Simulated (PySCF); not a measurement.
PySCF input file for B(Cl)(H)(SiH3) (BClH4Si), SMILES [SiH3]BCl, TDA-PBE0/def2-SVPD. Geometry: B3LYP-D3(BJ)/def2-TZVP.

```python
import numpy as np
from pyscf import gto, scf, dft, tdscf

mol = gto.M(
    atom='''
    B    -0.75832412    0.17572582   -0.00000000
    Cl    0.17975123    1.65138698   -0.00000000
    H    -1.93947583    0.31600620   -0.00000000
    Si    0.12302564   -1.63748711    0.00000000
    H    -0.32465100   -2.39166026    1.19964486
    H    -0.32465101   -2.39166026   -1.19964486
    H     1.60226858   -1.56007387   -0.00000001
    ''',
    basis='def2-SVPD',
    charge=0,
    spin=0,
    symmetry=True,
    max_memory=1600,
    verbose=4,
)
mf = dft.RKS(mol, xc='pbe0').density_fit(auxbasis='def2-universal-jkfit')
mf.grids.level = 3
mf.conv_tol = 1e-9
mf.max_cycle = 100
mf.kernel()
mf.grids = dft.Grids(mol).set(level=1).build(with_non0tab=True)  # coarser grid for the response kernel
td = tdscf.TDA(mf)
td.singlet = True
td.nstates = 10
td.conv_tol = 1e-4
td.kernel(x0=td.get_init_guess(mf, 15))
td.analyze()
tt = tdscf.TDA(mf)
tt.singlet = False
tt.nstates = 4
tt.conv_tol = 1e-4
tt.kernel(x0=tt.get_init_guess(mf, 9))
tt.analyze(verbose=3)
```

Output:

```
PySCF version 2.14.0

[INPUT] verbose = 4
[INPUT] num. atoms = 7
[INPUT] num. electrons = 40
[INPUT] charge = 0
[INPUT] spin (= nelec alpha-beta = 2S) = 0
[INPUT] symmetry True subgroup None
[INPUT] Mole.unit = angstrom
[INPUT] Symbol           X                Y                Z      unit          X                Y                Z       unit  Magmom
[INPUT]  1 B     -0.758324120000   0.175725820000   0.000000000000 AA   -1.433024900452   0.332073672815   0.000000000000 Bohr   0.0
[INPUT]  2 Cl     0.179751230000   1.651386980000   0.000000000000 AA    0.339680595254   3.120669117873   0.000000000000 Bohr   0.0
[INPUT]  3 H     -1.939475830000   0.316006200000   0.000000000000 AA   -3.665078143914   0.597165171665   0.000000000000 Bohr   0.0
[INPUT]  4 Si     0.123025640000  -1.637487110000   0.000000000000 AA    0.232484765899  -3.094402170406   0.000000000000 Bohr   0.0
[INPUT]  5 H     -0.324651000000  -2.391660260000   1.199644860000 AA   -0.613501476066  -4.519582874406   2.267000232142 Bohr   0.0
[INPUT]  6 H     -0.324651010000  -2.391660260000  -1.199644860000 AA   -0.613501494963  -4.519582874406  -2.267000232142 Bohr   0.0
[INPUT]  7 H      1.602268580000  -1.560073870000  -0.000000010000 AA    3.027848794196  -2.948112348390  -0.000000018897 Bohr   0.0

nuclear repulsion = 116.431818674749
point group symmetry = Cs
symmetry origin: [ 4.72431527e-10  1.41729473e-09 -4.72431531e-10]
symmetry axis x: [ 1.00000000e+00 -1.62119921e-09 -5.51706933e-10]
symmetry axis y: [-1.62119921e-09 -1.00000000e+00 -1.63960620e-10]
symmetry axis z: [ 5.51706933e-10 -1.63960619e-10  1.00000000e+00]
num. orbitals of irrep A' = 70
num. orbitals of irrep A" = 33
number of shells = 45
number of NR pGTOs = 157
number of NR cGTOs = 103
basis = def2-SVPD
ecp = {}


******** <class 'pyscf.df.df_jk.DFSymAdaptedRKS'> ********
method = DFSymAdaptedRKS
initial guess = minao
damping factor = 0
level_shift factor = 0
DIIS = <class 'pyscf.scf.diis.CDIIS'>
diis_start_cycle = 1
diis_space = 8
diis_damp = 0
SCF conv_tol = 1e-09
SCF conv_tol_grad = None
SCF max_cycles = 100
direct_scf = False
XC library pyscf.dft.libxc version 7.1.2
    S. Lehtola, C. Steigemann, M. J. T. Oliveira, and M. A. L. Marques,  SoftwareX 7, 1–5 (2018)
XC functionals = pbe0
    C. Adamo and V. Barone,  J. Chem. Phys. 110, 6158 (1999)
    M. Ernzerhof and G. E. Scuseria,  J. Chem. Phys. 110, 5029 (1999)
radial grids:
    Treutler-Ahlrichs [JCP 102, 346 (1995); DOI:10.1063/1.469408] (M4) radial grids

becke partition: Becke, JCP 88, 2547 (1988); DOI:10.1063/1.454033
pruning grids: <function nwchem_prune>
grids dens level: 3
symmetrized grids: True
atomic radii adjust function: <function treutler_atomic_radii_adjust>
small_rho_cutoff = 0
Freeze 0 electrons in irreps []
    40 free electrons in irreps A' A"
Set gradient conv threshold to 3.16228e-05
Initial guess from minao.
tot grids = 91344
******** <class 'pyscf.df.df.DF'> ********
auxbasis = def2-universal-jkfit
init E= -776.336779464138
HOMO (A') = -0.302265377673009  LUMO (A") = -0.126735827240634  gap/eV = 4.77640
cycle= 1 E= -776.384511462708  delta_E= -0.0477  |g|= 0.14  |ddm|= 2.65
HOMO (A') = -0.288970796303973  LUMO (A") = -0.091580466098546  gap/eV = 5.37126
cycle= 2 E= -776.384795748274  delta_E= -0.000284  |g|= 0.146  |ddm|= 0.455
HOMO (A') = -0.293472517476575  LUMO (A") = -0.0826533286947888  gap/eV = 5.73668
cycle= 3 E= -776.390957396281  delta_E= -0.00616  |g|= 0.0232  |ddm|= 0.227
HOMO (A') = -0.297559582512471  LUMO (A") = -0.0874074262228941  gap/eV = 5.71853
cycle= 4 E= -776.391134850162  delta_E= -0.000177  |g|= 0.0066  |ddm|= 0.0413
HOMO (A') = -0.296548859782528  LUMO (A") = -0.0861265716847823  gap/eV = 5.72588
cycle= 5 E= -776.39114884085  delta_E= -1.4e-05  |g|= 0.000871  |ddm|= 0.0109
HOMO (A') = -0.29659699967426  LUMO (A") = -0.0861614361092822  gap/eV = 5.72624
cycle= 6 E= -776.391149115768  delta_E= -2.75e-07  |g|= 0.000178  |ddm|= 0.00286
HOMO (A') = -0.296580103756428  LUMO (A") = -0.0861454097794354  gap/eV = 5.72622
cycle= 7 E= -776.391149128924  delta_E= -1.32e-08  |g|= 3.12e-05  |ddm|= 0.000421
HOMO (A') = -0.29658151786372  LUMO (A") = -0.0861468485762287  gap/eV = 5.72622
cycle= 8 E= -776.391149129308  delta_E= -3.84e-10  |g|= 7.62e-06  |ddm|= 7.32e-05
HOMO (A') = -0.296581428689481  LUMO (A") = -0.08614687568378  gap/eV = 5.72622
Extra cycle  E= -776.391149129319  delta_E= -1.15e-11  |g|= 5.76e-06  |ddm|= 2.39e-05
converged SCF energy = -776.391149129319
tot grids = 27800


******** <class 'pyscf.tdscf.rks.TDA'> for <class 'pyscf.df.df_jk.DFSymAdaptedRKS'> ********
nstates = 10 singlet
deg_eia_thresh = 1.000e-03
wfnsym = None
conv_tol = 0.0001
eigh lindep = 1e-12
eigh level_shift = 0
eigh max_cycle = 100


Excitation energies (eV)
[4.08628223 6.13277736 6.43191901 6.5398333  7.11304473 7.30819611
 7.50689701 7.62275885 8.04720994 8.16560746]

** Singlet excitation energies and oscillator strengths **
Excited State   1:   A"      4.08628 eV    303.42 nm  f=0.0034
      20 -> 21        0.70162
Excited State   2:   A"      6.13278 eV    202.17 nm  f=0.0042
      17 -> 21       -0.14266
      19 -> 21        0.68656
Excited State   3:   A"      6.43192 eV    192.76 nm  f=0.0112
      17 -> 21        0.68387
      19 -> 21        0.13738
Excited State   4:   A'      6.53983 eV    189.58 nm  f=0.1361
      18 -> 21       -0.68463
Excited State   5:   A'      7.11304 eV    174.31 nm  f=0.0009
      16 -> 21       -0.32107
      20 -> 22        0.60509
      20 -> 23       -0.12395
Excited State   6:   A'      7.30820 eV    169.65 nm  f=0.1085
      16 -> 21        0.59265
      20 -> 22        0.30785
      20 -> 23       -0.11654
Excited State   7:   A"      7.50690 eV    165.16 nm  f=0.0004
      15 -> 21        0.70028
Excited State   8:   A'      7.62276 eV    162.65 nm  f=0.0040
      20 -> 22        0.17368
      20 -> 23        0.67346
Excited State   9:   A"      8.04721 eV    154.07 nm  f=0.0003
      20 -> 25        0.69807
Excited State  10:   A'      8.16561 eV    151.84 nm  f=0.2396
      20 -> 24        0.66819
      20 -> 26        0.14248

** Transition electric dipole moments (AU) **
state          X           Y           Z        Dip. S.      Osc.
  1         0.0000     -0.0000      0.1846      0.0341      0.0034
  2         0.0000     -0.0000     -0.1665      0.0277      0.0042
  3        -0.0000      0.0000     -0.2660      0.0708      0.0112
  4         0.0623      0.9194     -0.0000      0.8491      0.1361
  5        -0.0694      0.0150      0.0000      0.0050      0.0009
  6         0.3222      0.7088      0.0000      0.6062      0.1085
  7         0.0000      0.0000     -0.0480      0.0023      0.0004
  8         0.0324     -0.1428      0.0000      0.0214      0.0040
  9        -0.0000      0.0000     -0.0374      0.0014      0.0003
 10        -0.4970      0.9749      0.0000      1.1976      0.2396

** Transition velocity dipole moments (imaginary part, AU) **
state          X           Y           Z        Dip. S.      Osc.
  1        -0.0000      0.0000     -0.0310      0.0010      0.0043
  2        -0.0000      0.0000     -0.0114      0.0001      0.0004
  3         0.0000     -0.0000      0.0077      0.0001      0.0002
  4        -0.0079      0.1082     -0.0000      0.0118      0.0326
  5        -0.0250      0.0361      0.0000      0.0019      0.0049
  6        -0.0074      0.1046      0.0000      0.0110      0.0273
  7         0.0000     -0.0000     -0.0161      0.0003      0.0006
  8         0.0513     -0.0223      0.0000      0.0031      0.0074
  9         0.0000      0.0000      0.0063      0.0000      0.0001
 10        -0.1391      0.2602     -0.0000      0.0871      0.1934

** Transition magnetic dipole moments (imaginary part, AU) **
state          X           Y           Z
  1         0.6541      0.8120      0.0000
  2         0.0718      0.1716      0.0000
  3        -0.4668      0.4151     -0.0000
  4        -0.0000     -0.0000      0.3216
  5         0.0000      0.0000     -0.4301
  6         0.0000     -0.0000     -0.1273
  7        -0.5995      0.9667     -0.0000
  8        -0.0000     -0.0000     -0.3071
  9         0.3629      0.5283     -0.0000
 10        -0.0000     -0.0000      0.7196


******** <class 'pyscf.tdscf.rks.TDA'> for <class 'pyscf.df.df_jk.DFSymAdaptedRKS'> ********
nstates = 4 triplet
deg_eia_thresh = 1.000e-03
wfnsym = None
conv_tol = 0.0001
eigh lindep = 1e-12
eigh level_shift = 0
eigh max_cycle = 100


Excitation energies (eV)
[3.35475067 5.5679155  5.65420532 5.93375148]

** Triplet excitation energies and oscillator strengths **
Excited State   1:   A"      3.35475 eV    369.58 nm  f=0.0000
Excited State   2:   A'      5.56792 eV    222.68 nm  f=0.0000
Excited State   3:   A"      5.65421 eV    219.28 nm  f=0.0000
Excited State   4:   A"      5.93375 eV    208.95 nm  f=0.0000
```

Self-consistency was reached.

Cost: roughly 80 core-seconds.
